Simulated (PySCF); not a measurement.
Computed NMR parameters against published values

Numbering as in the mapped SMILES `[CH2:1]1[CH2:2][C@@H:3]2[CH2:4][CH2:5][C@H:6]1[CH2:7]2`; H(Xn) means a hydrogen on atom n. Ha(C4), Ha(C5) are cis to C1 on the ring; Ha(C1), Ha(C2) are cis to C4 on the ring; Hb(C4), Hb(C5) are trans to C1 on the ring; Hb(C1), Hb(C2) are trans to C4 on the ring.

The experiment to reproduce: δ $^{1}$H H(C3)/H(C6) 2.19; H(C7) 1.18 ppm (measured; solution, not stated in the table (CDCl3 in this author's series); The use of chemical shift calculations in the conformational analysis of substituted benzenes, New J. Chem. 2019 (ESI)).

Fast rotation and ring inversion assumed for equivalent nuclei, no solvent, non-relativistic Hamiltonian, a single conformation. GIAO B97-2/pcSseg-2 shieldings; structure optimised with PBE0-D3(BJ)/def2-TZVP; PySCF 2.14.

Q: What does the calculation give, and how does it compare?

A: 
Reference values: measured (solution, not stated in the table (CDCl3 in this author's series); The use of chemical shift calculations in the conformational analysis of substituted benzenes, New J. Chem. 2019 (ESI)).
```json
{"atoms": "H(C3)/H(C6)", "quantity": "δ $^{1}$H", "reference": "2.19", "computed": "2.14", "computed, scaled": "2.15"}
{"atoms": "H(C7)", "quantity": "δ $^{1}$H", "reference": "1.18", "computed": "1.28", "computed, scaled": "1.34"}
```

Computed shifts are σ(ref) − σ with the named reference compound (TMS for H and C) calculated as an isolated molecule at the same level. The measured values may be among those fitted. Scaled to experiment by linear calibration (H and C: mostly CDCl3 data, vs TMS): $^{1}$H: δ = 29.89 − 0.940σ (rms 0.14 ppm, 403 shifts, 0.16 ppm with the 5 outliers that the fit left out). A few per cent of atoms miss by over 2 rms, more outside the fitted compound classes.

Q: How far are the unscaled $^{1}$H shifts from the references?

A: Mean signed difference +0.03 ppm, mean absolute 0.07 ppm over 2 comparisons; the largest is +0.10 ppm at H(C7) (hydrogen on an sp3 CH2 in a ring).

2 of the 4 published NMR values on file for this molecule are compared. The rest: values whose atom or origin is in doubt.
